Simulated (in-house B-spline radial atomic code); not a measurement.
Computed with a B-spline radial atomic code. Model: two electrons, singlet ground state, non-relativistic, full CI in B-splines with partial waves to l = 8 (at full coupling up to 3e-4 hartree above the limit, correlation up to 0.6 % small), density held at that of full coupling by Lieb maximisation.

Along the adiabatic connection the electron repulsion is scaled by a coupling λ while a local potential keeps the density fixed. At λ = 0 the system is the Kohn-Sham one and W equals the exchange energy; the exchange-correlation energy is the area under W between 0 and 1. The kinetic energy rises with λ as the electrons avoid each other, with dT/dλ = −λ dW/dλ.

Command:
```bash
python run_ac.py task.json out
```
Settings (lengths in bohr, energies in hartree):
```
potential              dot
strength               1.06
lmax                   8
second                 2
```

Run time, properties included: 6.3 s on 1 thread of Intel(R) Xeon(R) Processor @ 2.30GHz, with other jobs on the host.

**W = mean repulsion less Hartree energy, and W of three functionals.**

Given: confinement charge in harmonic well; well frequency 1.06 hartree; nuclear charge 2; external potential omega^2 r^2/2 - Z/r.

Computed: LDA exchange minus exact 187.4 millihartree; PBE exchange minus exact 35.988 millihartree.

```json
{"coupling": "0", "W xc (hartree)": "-1.2942", "W xc minus exchange (millihartree)": "0", "kinetic minus Kohn-Sham (millihartree)": "0", "LDA (PW92) W minus its exchange (millihartree)": "0", "PBE W minus its exchange (millihartree)": "0", "SCAN W minus its exchange (millihartree)": "0"}
{"coupling": "0.02", "W xc (hartree)": "-1.2961", "W xc minus exchange (millihartree)": "-1.834", "kinetic minus Kohn-Sham (millihartree)": "0.02", "LDA (PW92) W minus its exchange (millihartree)": "-12.48", "PBE W minus its exchange (millihartree)": "-2.07", "SCAN W minus its exchange (millihartree)": "-1.86"}
{"coupling": "0.05", "W xc (hartree)": "-1.2988", "W xc minus exchange (millihartree)": "-4.56", "kinetic minus Kohn-Sham (millihartree)": "0.11", "LDA (PW92) W minus its exchange (millihartree)": "-25.74", "PBE W minus its exchange (millihartree)": "-5.19", "SCAN W minus its exchange (millihartree)": "-4.58"}
{"coupling": "0.12", "W xc (hartree)": "?", "W xc minus exchange (millihartree)": "?", "kinetic minus Kohn-Sham (millihartree)": "?", "LDA (PW92) W minus its exchange (millihartree)": "?", "PBE W minus its exchange (millihartree)": "?", "SCAN W minus its exchange (millihartree)": "?"}
{"coupling": "0.25", "W xc (hartree)": "?", "W xc minus exchange (millihartree)": "?", "kinetic minus Kohn-Sham (millihartree)": "?", "LDA (PW92) W minus its exchange (millihartree)": "?", "PBE W minus its exchange (millihartree)": "?", "SCAN W minus its exchange (millihartree)": "?"}
{"coupling": "0.4", "W xc (hartree)": "-1.3286", "W xc minus exchange (millihartree)": "-34.356", "kinetic minus Kohn-Sham (millihartree)": "6.71", "LDA (PW92) W minus its exchange (millihartree)": "-114.55", "PBE W minus its exchange (millihartree)": "-40.27", "SCAN W minus its exchange (millihartree)": "-33.53"}
{"coupling": "0.6", "W xc (hartree)": "-1.3441", "W xc minus exchange (millihartree)": "-49.868", "kinetic minus Kohn-Sham (millihartree)": "14.45", "LDA (PW92) W minus its exchange (millihartree)": "-148.37", "PBE W minus its exchange (millihartree)": "-58.63", "SCAN W minus its exchange (millihartree)": "-48.32"}
{"coupling": "0.8", "W xc (hartree)": "-1.3586", "W xc minus exchange (millihartree)": "-64.403", "kinetic minus Kohn-Sham (millihartree)": "24.61", "LDA (PW92) W minus its exchange (millihartree)": "-176.82", "PBE W minus its exchange (millihartree)": "-75.78", "SCAN W minus its exchange (millihartree)": "-62.12"}
{"coupling": "1", "W xc (hartree)": "-1.3723", "W xc minus exchange (millihartree)": "-78.047", "kinetic minus Kohn-Sham (millihartree)": "36.88", "LDA (PW92) W minus its exchange (millihartree)": "-201.57", "PBE W minus its exchange (millihartree)": "-91.81", "SCAN W minus its exchange (millihartree)": "-75.04"}
{"coupling": "1.4", "W xc (hartree)": "-1.3972", "W xc minus exchange (millihartree)": "-102.97", "kinetic minus Kohn-Sham (millihartree)": "66.68", "LDA (PW92) W minus its exchange (millihartree)": "-243.35", "PBE W minus its exchange (millihartree)": "-120.92", "SCAN W minus its exchange (millihartree)": "-98.63"}
{"coupling": "2", "W xc (hartree)": "-1.4296", "W xc minus exchange (millihartree)": "-135.34", "kinetic minus Kohn-Sham (millihartree)": "121.45", "LDA (PW92) W minus its exchange (millihartree)": "-293.26", "PBE W minus its exchange (millihartree)": "-158.53", "SCAN W minus its exchange (millihartree)": "-129.42"}
{"coupling": "3", "W xc (hartree)": "-1.4733", "W xc minus exchange (millihartree)": "-179.06", "kinetic minus Kohn-Sham (millihartree)": "229.82", "LDA (PW92) W minus its exchange (millihartree)": "-356.01", "PBE W minus its exchange (millihartree)": "-209.29", "SCAN W minus its exchange (millihartree)": "-171.53"}
{"coupling": "4.5", "W xc (hartree)": "-1.5223", "W xc minus exchange (millihartree)": "-228.05", "kinetic minus Kohn-Sham (millihartree)": "411.5", "LDA (PW92) W minus its exchange (millihartree)": "-423.21", "PBE W minus its exchange (millihartree)": "-266.85", "SCAN W minus its exchange (millihartree)": "-219.8"}
{"coupling": "7", "W xc (hartree)": "-1.5775", "W xc minus exchange (millihartree)": "-283.25", "kinetic minus Kohn-Sham (millihartree)": "723.74", "LDA (PW92) W minus its exchange (millihartree)": "-498.36", "PBE W minus its exchange (millihartree)": "-334.03", "SCAN W minus its exchange (millihartree)": "-275.89"}
{"coupling": "10", "W xc (hartree)": "-1.6201", "W xc minus exchange (millihartree)": "-325.9", "kinetic minus Kohn-Sham (millihartree)": "1081.7", "LDA (PW92) W minus its exchange (millihartree)": "-558.12", "PBE W minus its exchange (millihartree)": "-388.95", "SCAN W minus its exchange (millihartree)": "-320.34"}
```

Q: What belongs in the row 0.12?

A: W xc (hartree): -1.305; W xc minus exchange (millihartree): -10.811; kinetic minus Kohn-Sham (millihartree): 0.64; LDA (PW92) W minus its exchange (millihartree): -49.7; PBE W minus its exchange (millihartree): -12.45; SCAN W minus its exchange (millihartree): -10.75.

Q: What belongs in the row 0.25?

A: W xc (hartree): -1.3163; W xc minus exchange (millihartree): -22.023; kinetic minus Kohn-Sham (millihartree): 2.71; LDA (PW92) W minus its exchange (millihartree): -83.6; PBE W minus its exchange (millihartree): -25.66; SCAN W minus its exchange (millihartree): -21.66.

Q: What is the SCAN exchange minus exact?

A: 3.6509 millihartree.

**Energy parts, natural occupations and partial-wave weights.**

Computed: total energy -1.9911 hartree; exchange energy -1.2942 hartree; correlation energy -0.04117 hartree; kinetic part of the DFT correlation energy 0.036877 hartree; kinetic part over minus potential part 0.47249; Hartree energy 2.5885 hartree; Lieb Oxford ratio E_xc over LDA exchange 1.2065.

```csv
natural,occupation of the shell (electrons)
s,1.9907
p,0.0063568
s,0.0024038
d,0.00027983
p,?
s,3.8625e-05
```

Q: What belongs in the row p?

A: occupation of the shell (electrons): 0.00014885.

| wave | weight |
| --- | --- |
| s | 0.99656 |
| p | ? |
| d | 0.00015278 |
| f | 2.0922e-05 |
| g | 4.8379e-06 |

Q: What belongs in the row p?

A: weight: 0.0032589.

Q: What is the initial slope twice GL2?

A: -0.092014 hartree.

Q: What is the Kohn-Sham kinetic?

A: 4.1513 hartree.

Half-way to full coupling W has made 54 % of its drop, against 50 % for a straight line, and second-order (GL2) theory, half the initial slope, overshoots the correlation energy by about 12 %: a moderate bend, as in light atoms. Over couplings 0 to 1 the errors in E_xc come to about +105 millihartree for LDA, +29 millihartree for PBE, +4.9 millihartree for SCAN, so SCAN is nearest. In LDA and PBE the errors of exchange and correlation have opposite signs, so the sum is smaller than the larger of the two.
